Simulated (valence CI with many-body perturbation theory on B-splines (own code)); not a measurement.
# Pr10+: magnetic and hyperfine properties of the levels

Calculated by valence CI with perturbative core correlation (CI+MBPT): three valence electrons over a frozen Dirac-Fock core [Kr] 4d10, radial functions for each j: 7 s, 7 p, 7 d, 7 f, 4 g, 2 h, with the one-electron correlation potential Σ1, the two-electron term Σ2, the three-electron term Σ3, Breit, model QED; selected CI, second order for the rest, scaled by the run's own slope (own B-spline code, finite nucleus).

No measured spectrum was set against this ion. As an estimate, levels hold to about 250 cm⁻¹ or 0.2 % of their energy and the worst to 1 %, as in measured heavy ions of charge 2 to 7; those with d or f electrons hold less well.

A/g_I is the dipole constant over the nuclear g factor μ/I (μ in nuclear magnetons, uniformly magnetised nucleus), B/Q the quadrupole constant per barn. Both hold the static response of the core; the bare values leave it out. Large factors of s and p1/2 electrons are usually good to 5 to 10 %; those of open d and f shells near neutrality can be off by tens of per cent, and small factors of p3/2, d and f electrons come from cancelling terms and can be off by a factor of two or in sign, in half-filled shells by more. B is blank for J = 1/2, where it vanishes, and for nearly pure S terms. Energies count from the lowest level.

Names give the largest LS component (configuration and term), which can be under half, so a name can repeat, a term be missing and a line seem to break the LS rules; names also repeat where a configuration has a term twice. Letters in brackets count levels of one name in rising energy.

| Level | E (cm⁻¹) | g | A/g_I (MHz) | A/g_I bare | B/Q (MHz/b) | B/Q bare |
| --- | --- | --- | --- | --- | --- | --- |
| 5s2.5p 2P°_1/2 | 0.0 | 0.665 | 26400 | 24700 |  |  |
| 4f.5s2 2F°_5/2 | 4147 | 0.856 | 732 | 747 | 1090 | 873 |
| 4f.5s2 2F°_7/2 | 7500 | 1.142 | 418 | 558 | 1280 | 997 |
| 5s2.5p 2P°_3/2 | 39125 | 1.334 | 3850 | 3350 | 7550 | 6790 |
| 4f.5s.5p 4G_5/2 | 142610 | 0.761 | -3460 | -3150 | -504 | -577 |
| 4f.5s.5p 4F_7/2 | 146480 | 1.152 | 5520 | 5260 | -1870 | -1840 |
| 4f.5s.5p 4F_3/2 | 148990 | 0.509 | -19900 | -18300 | -1470 | -1380 |
| 5s.5p2 4P_1/2 | 150570 | 2.546 | 72000 | 66500 |  |  |
| 4f.5s.5p 2F_7/2 [a] | 151230 | 1.148 | 13000 | 12200 | -2280 | -2160 |
| 4f.5s.5p 4F_5/2 [a] | 151400 | 1.018 | -4090 | -3560 | 1370 | 1150 |
| 4f.5s.5p 4F_9/2 [a] | 153430 | 1.247 | 11600 | 10900 | -5490 | -5100 |
| 4f.5s.5p 2F_5/2 [a] | 159060 | 0.913 | -1280 | -1080 | 869 | 671 |
| 4f.5s.5p 2G_7/2 [a] | 162520 | 1.054 | 932 | 1000 | 2920 | 2490 |
| 4f2.5s 4H_7/2 | 170550 | 0.668 | -8810 | -8190 | 996 | 771 |
| 4f2.5s 4H_9/2 | 171840 | 0.969 | 1650 | 1630 | 984 | 752 |
| 5s.5p2 4P_3/2 | 173490 | 1.699 | 23300 | 21400 | 6060 | 5440 |
| 4f2.5s 4H_11/2 | 173530 | 1.132 | 5410 | 5180 | 1090 | 825 |
| 4f2.5s 4H_13/2 | 175500 | 1.230 | 7010 | 6710 | 1280 | 956 |
| 4f2.5s 4F_3/2 | 177490 | 0.412 | -16200 | -15200 | -150 | -115 |
| 4f2.5s 4F_5/2 | 178030 | 1.043 | 4260 | 4020 | -179 | -148 |
| 4f2.5s 4F_7/2 [a] | 178490 | 1.210 | 8230 | 7790 | 788 | 709 |
| 4f2.5s 4F_9/2 | 179230 | 1.279 | 9520 | 9060 | 2320 | 2090 |
| 4f2.5s 4F_7/2 [b] | 181090 | 1.179 | 9650 | 9050 | 1590 | 1400 |
| 4f.5s.5p 4F_9/2 [b] | 181480 | 1.239 | 8980 | 8460 | 2180 | 1870 |
| 4f.5s.5p 4F_5/2 [b] | 181880 | 1.180 | 12500 | 11600 | -963 | -859 |
| 4f2.5s 2H_9/2 | 182860 | 0.979 | 2960 | 2830 | 1150 | 924 |
| 4f2.5s 2G_7/2 | 184720 | 0.958 | -5940 | -5420 | -329 | -339 |
| 4f.5s.5p 4G_11/2 | 185260 | 1.273 | 9580 | 8970 | 8560 | 7490 |
| 5s.5p2 4P_5/2 | 185610 | 1.376 | 16900 | 15700 | -2040 | -1840 |
| 4f2.5s 2G_9/2 | 185670 | 1.097 | 9290 | 8690 | 743 | 624 |
| 4f2.5s 2H_11/2 | 186400 | 1.090 | -3390 | -2960 | 1280 | 975 |
| 4f.5s.5p 4D_3/2 | 186640 | 1.049 | 3660 | 3410 | -2280 | -2020 |
| 4f.5s.5p 2F_7/2 [b] | 188050 | 1.108 | 4820 | 4600 | 935 | 773 |
| 4f.5s.5p 4D_1/2 | 189020 | -0.004 | -32400 | -29800 |  |  |
| 4f2.5s 2F_5/2 | 189460 | 0.881 | 2970 | 2740 | -524 | -431 |
| 4f2.5s 2F_7/2 | 192080 | 1.129 | -5020 | -4430 | -413 | -338 |
| 4f.5s.5p 2D_5/2 [a] | 193130 | 1.206 | 3320 | 3150 | -2060 | -1870 |
| 4f2.5s 2D_3/2 [a] | 194930 | 0.849 | -14100 | -12900 | 2960 | 2660 |
| 4f.5s.5p 2G_9/2 [a] | 196600 | 1.120 | 9880 | 9170 | 7290 | 6390 |
| 4f2.5s 2D_3/2 [b] | 197460 | 0.841 | -17400 | -15900 | 773 | 720 |

Q: Take the isotope of mass number 141, with I = 5/2, μ = 4.266 μN and Q = -0.0589 b. What is the hyperfine structure of 5s.5p2 4P_1/2?

A: From the table A = 123000 MHz. Shifts from the centre of gravity in MHz: F = 2: -215000, F = 3: 154000.
